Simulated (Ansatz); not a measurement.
Two isomers of C4H8Si: A = `CC#C[SiH2]C`, B = `C#CCC[SiH3]`.

Program: Ansatz. Geometries: PBE0-D4/def2-TZVP. ΔE: electronic, gas phase. CCSD(T)/CBS adds triple-zeta CCSD(T) − MP2 to the extrapolated MP2 energy (def2 sets, frozen cores). DFT in def2-TZVPP. Each species was taken in one conformer, which may not be the lowest.

(1) Which is lower in electronic energy at CCSD(T)/CBS, and by how much? (Best estimate.)

(2) Give E(B) − E(A) in kJ/mol with ωB97M-V, MP2/def2-TZVPP, PBE0-D4, HF/def2-TZVPP, r2SCAN-D4, CCSD(T)/def2-TZVPP, B2PLYP. (Estimate.)

Largest T1 diagnostic: 0.011.

## Answers

(1) Computed: A, by 95.9 kJ/mol.

(2) The calculation gave: ωB97M-V 96.7, MP2/def2-TZVPP 99.2, PBE0-D4 98.4, HF/def2-TZVPP 100.3, r2SCAN-D4 104.8, CCSD(T)/def2-TZVPP 95.1, B2PLYP 101.4. None reverses the order clearly.
